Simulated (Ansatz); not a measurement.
Reaction (formal exchange of groups at the Si–C bond): `CC(F)[SiH3]` + `CCC1=C[SiH2]1` → `[SiH3]C1=C[SiH2]1` + `CCC(C)F`

Calculated with Ansatz (gas phase, PBE0-D4/def2-TZVP geometries, no zero-point term in ΔE). CCSD(T)/CBS adds triple-zeta CCSD(T) − MP2 to the extrapolated MP2 energy (def2 sets, frozen cores). Functionals use def2-TZVPP. B3LYP here is the variant with VWN-RPA as its local correlation; programs differ in this. Each species was taken in one conformer, which may not be the lowest.

`CC(F)[SiH3]`:

Z-matrix (Å, degrees):
```
C
C 1 1.510
H 1 1.092 2 111.2
H 1 1.093 2 110.5 3 120.5
H 1 1.093 2 110.1 3 -120.0
F 2 1.402 1 108.9 3 -63.4
Si 2 1.902 1 114.3 3 57.2
H 2 1.097 1 109.8 3 -179.5
H 7 1.486 2 109.3 1 -57.0
H 7 1.488 2 108.7 1 62.3
H 7 1.484 2 110.1 1 -177.9
```

`CCC1=C[SiH2]1`:

Cartesian coordinates in Å:
```
C -1.386 -1.149 0.704
C -1.055 0.234 0.167
C 0.366 0.401 -0.218
C 1.476 -0.338 -0.223
Si 1.794 1.318 -0.859
H -2.442 -1.223 0.974
H -1.174 -1.919 -0.041
H -0.794 -1.375 1.594
H -1.303 1.005 0.906
H -1.676 0.469 -0.705
H 1.734 -1.352 0.060
H 2.492 2.348 -0.049
H 1.969 1.580 -2.310
```

`[SiH3]C1=C[SiH2]1`:

```xyz
10

Si   -0.617   -0.654   -1.521
C     0.117    0.033    0.027
C     1.302    0.432    0.498
Si    0.029    0.620    1.757
H     0.413   -0.820   -2.581
H    -1.233   -1.973   -1.224
H    -1.677    0.267   -2.007
H     2.303    0.487    0.087
H    -0.092   -0.337    2.880
H    -0.545    1.945    2.083
```

`CCC(C)F`:

Cartesian coordinates in Å:
```
C 0.783 1.653 -0.653
C 0.555 0.159 -0.507
C -0.513 -0.186 0.506
C -0.737 -1.667 0.674
F -1.716 0.394 0.098
H 1.552 1.863 -1.400
H -0.134 2.157 -0.962
H 1.107 2.096 0.292
H 1.482 -0.339 -0.200
H 0.268 -0.280 -1.469
H -0.270 0.275 1.472
H 0.166 -2.146 1.058
H -0.992 -2.125 -0.285
H -1.552 -1.854 1.376
```

```json
{"level": "PBE-D4", "ΔE (kJ/mol)": "-34.6", "difference from CCSD(T)/CBS": "9.9"}
{"level": "r2SCAN-D4", "ΔE (kJ/mol)": "-41.0", "difference from CCSD(T)/CBS": "3.5"}
{"level": "PBE0-D4", "ΔE (kJ/mol)": "-38.3", "difference from CCSD(T)/CBS": "6.2"}
{"level": "B3LYP-D4", "ΔE (kJ/mol)": "-38.9", "difference from CCSD(T)/CBS": "5.6"}
{"level": "ωB97X-V", "ΔE (kJ/mol)": "-40.8", "difference from CCSD(T)/CBS": "3.7"}
{"level": "ωB97M-V", "ΔE (kJ/mol)": "-41.5", "difference from CCSD(T)/CBS": "3.0"}
{"level": "B2PLYP", "ΔE (kJ/mol)": "-42.4", "difference from CCSD(T)/CBS": "2.1"}
{"level": "PBE", "ΔE (kJ/mol)": "-35.2", "difference from CCSD(T)/CBS": "9.3"}
{"level": "r2SCAN", "ΔE (kJ/mol)": "-41.2", "difference from CCSD(T)/CBS": "3.3"}
{"level": "PBE0", "ΔE (kJ/mol)": "-38.8", "difference from CCSD(T)/CBS": "5.7"}
{"level": "B3LYP", "ΔE (kJ/mol)": "-39.8", "difference from CCSD(T)/CBS": "4.7"}
{"level": "HF/def2-TZVPP", "ΔE (kJ/mol)": "-48.4", "difference from CCSD(T)/CBS": "-3.9"}
{"level": "MP2/def2-TZVPP", "ΔE (kJ/mol)": "-45.0", "difference from CCSD(T)/CBS": "-0.5"}
{"level": "SCS-MP2/def2-TZVPP", "ΔE (kJ/mol)": "-45.0", "difference from CCSD(T)/CBS": "-0.5"}
{"level": "CCSD/def2-TZVPP", "ΔE (kJ/mol)": "-45.3", "difference from CCSD(T)/CBS": "-0.8"}
{"level": "CCSD(T)/def2-TZVPP", "ΔE (kJ/mol)": "-45.0", "difference from CCSD(T)/CBS": "-0.5"}
{"level": "HF/def2-QZVPP", "ΔE (kJ/mol)": "-48.3", "difference from CCSD(T)/CBS": "-3.8"}
{"level": "MP2/def2-QZVPP", "ΔE (kJ/mol)": "-44.7", "difference from CCSD(T)/CBS": "-0.2"}
{"level": "SCS-MP2/def2-QZVPP", "ΔE (kJ/mol)": "-44.8", "difference from CCSD(T)/CBS": "-0.3"}
{"level": "HF/CBS(def2)", "ΔE (kJ/mol)": "-48.3", "difference from CCSD(T)/CBS": "-3.8"}
{"level": "MP2/CBS(def2)", "ΔE (kJ/mol)": "-44.5", "difference from CCSD(T)/CBS": "0.0"}
{"level": "CCSD/CBS(def2)", "ΔE (kJ/mol)": "-44.8", "difference from CCSD(T)/CBS": "-0.3"}
{"level": "CCSD(T)/CBS", "ΔE (kJ/mol)": "-44.5", "difference from CCSD(T)/CBS": "0"}
```

Largest T1 diagnostic among the species: 0.013.

From PBE to PBE0 (25 % exact exchange), in def2-TZVPP and without D4, ΔE moves by −3.6 kJ/mol. In def2-TZVPP, CCSD(T) changes the Hartree–Fock value by +3.4 kJ/mol (the triples alone add +0.3 kJ/mol) and MP2 by +3.4 kJ/mol.
